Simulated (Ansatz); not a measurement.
GeCl₄. The state is a triplet with charge 0. Geometry PBE-D4/def2-SVP, that of the neutral singlet.

```csv
atom,x (Å),y (Å),z (Å)
Ge1,0.000,0.000,0.000
Cl2,-1.520,1.436,-0.487
Cl3,0.702,0.350,1.999
Cl4,1.636,0.195,-1.377
Cl5,-0.817,-1.981,-0.135
```

At PBE-D4/def2-TZVP the gap within one spin of the charge 0 triplet nearly closes, so an electron or hole may be smeared out by delocalisation error. At PBE0-D4/def2-TZVP a singlet of charge 0 lies 5.37 eV below the triplet at the same geometry.

Task: Estimate the α-spin orbital energies around the gap (eV) in Ansatz with PBE-D4/def2-TZVP, r2SCAN-D4/def2-TZVP, PBE0-D4/def2-TZVP.

Result: 
```csv
orbital,PBE-D4/def2-TZVP,r2SCAN-D4/def2-TZVP,PBE0-D4/def2-TZVP
HOMO−5,-8.97,-9.41,-10.53
HOMO−4,-8.79,-9.23,-10.32
HOMO−3,-8.71,-9.19,-10.26
HOMO−2,-8.39,-8.82,-9.90
HOMO−1,-8.39,-8.82,-9.90
HOMO,-3.53,-3.62,-4.33
LUMO,-0.77,-0.65,0.01
LUMO+1,-0.77,-0.65,0.01
LUMO+2,-0.70,-0.57,0.08
LUMO+3,3.56,4.03,4.45
LUMO+4,3.63,4.17,4.64
LUMO+5,3.80,4.23,4.81
β HOMO,-8.14,-8.48,-9.35
β LUMO,-8.13,-8.40,-8.04
```
